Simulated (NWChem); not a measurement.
Species: BCl

```xyz
2

B      0.0000     0.0000    -1.2902
Cl     0.0000     0.0000     0.4290
```
Atoms are numbered in this order, from 1.

The geometry was optimised at PBE0/def2-SVP.

 Unshifted, non-relativistic core excitations; the lowest 4 roots alone, so stronger bands may lie above.

Task: List the first Cl K-edge excitations from BHandHLYP/def2-TZVP, restricted-window TDA (NWChem).

Result: 
```json
[
 {"state": "S1", "energy (eV)": "2793.0", "dipole oscillator strength": "0.0023", "leading excitation (squared amplitude)": "1s of atom 2 or its equivalents → LUMO (0.96)"},
 {"state": "S2", "energy (eV)": "2793.0", "dipole oscillator strength": "0.0023", "leading excitation (squared amplitude)": "1s of atom 2 or its equivalents → LUMO+1 (0.96)"},
 {"state": "S3", "energy (eV)": "2795.8", "dipole oscillator strength": "0.0023", "leading excitation (squared amplitude)": "1s of atom 2 or its equivalents → LUMO+3 (0.65)"},
 {"state": "S4", "energy (eV)": "2797.0", "dipole oscillator strength": "0.0000", "leading excitation (squared amplitude)": "1s of atom 2 or its equivalents → LUMO+2 (0.97)"}
]
```
